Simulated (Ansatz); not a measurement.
The cluster SiGe₂⁻. The state is a doublet with charge -1. Geometry PBE0-D4/def2-TZVPD; atoms count from 1.

```xyz
3

Si    0.002    0.003   -0.002
Ge   -1.545   -1.583    0.346
Ge    1.542    1.580   -0.345
```

The charge -1 doublet is spin-contaminated (final ⟨S²⟩ up to 0.98, 0.75 for a pure state). Another isomer (doublet) lies 0.98 eV lower at PBE0-D4/def2-TZVPD; other spin states weren't run for this one.

Question: Estimate the Mulliken populations from the PBE0/def2-TZVPD orbitals of Ansatz.

Answer: 
| atom | charge (e) | spin (α − β) |
| --- | --- | --- |
| Si1 | -0.25 | -0.28 |
| Ge2 | -0.38 | 0.96 |
| Ge3 | -0.37 | 0.32 |
Mulliken values and Mayer orders depend strongly on the basis. With diffuse functions, as here, like atoms can get unlike values, and bond orders can come out too low or too high.

Question: Where does the spin sit?

Answer: Summed by element: Si -0.28, Ge 1.28, of 1 unpaired in all. Largest on single atoms: Ge2 0.96, Ge3 0.32, Si1 -0.28.

Question: And the Mayer bond orders between bonded heavy atoms (over 0.3)?

Answer: Si1–Ge2 1.53 (2.24 Å); Si1–Ge3 1.59 (2.23 Å). Values over 0.3 also appear between atoms too far apart for a bond (Ge2–Ge3 0.44 at 4.47 Å); they arise where an orbital or an unpaired electron spreads over both atoms.
